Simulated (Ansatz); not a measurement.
(H2Al-mu-I)2 (Al₂H₄I₂). Total charge 0; singlet. Geometry PBE-D4/def2-SVP; atoms count from 1.

```xyz
8

Al    1.537    0.514   -0.824
H     2.332    1.685   -0.099
H     1.931   -0.242   -2.167
I     1.018   -1.377    1.039
Al   -1.536   -0.512    0.827
H    -2.375   -1.679    0.147
H    -1.879    0.279    2.164
I    -1.028    1.331   -1.087
```

In the def2 sets I takes a core potential; there is no spin–orbit coupling.

(1) Estimate the Mulliken populations from the PBE0/def2-TZVP orbitals of Ansatz.

(2) And the Mayer bond orders between heavy atoms (over 0.3)?

Answers

(1) 
| atom | charge (e) |
| --- | --- |
| Al1 | 0.36 |
| H2 | -0.09 |
| H3 | -0.09 |
| I4 | -0.18 |
| Al5 | 0.36 |
| H6 | -0.09 |
| H7 | -0.09 |
| I8 | -0.18 |
Mulliken values depend strongly on the basis.

(2) Al1–I4 0.65 (2.70 Å); Al1–I8 0.65 (2.70 Å); I4–Al5 0.65 (2.70 Å); Al5–I8 0.65 (2.70 Å).
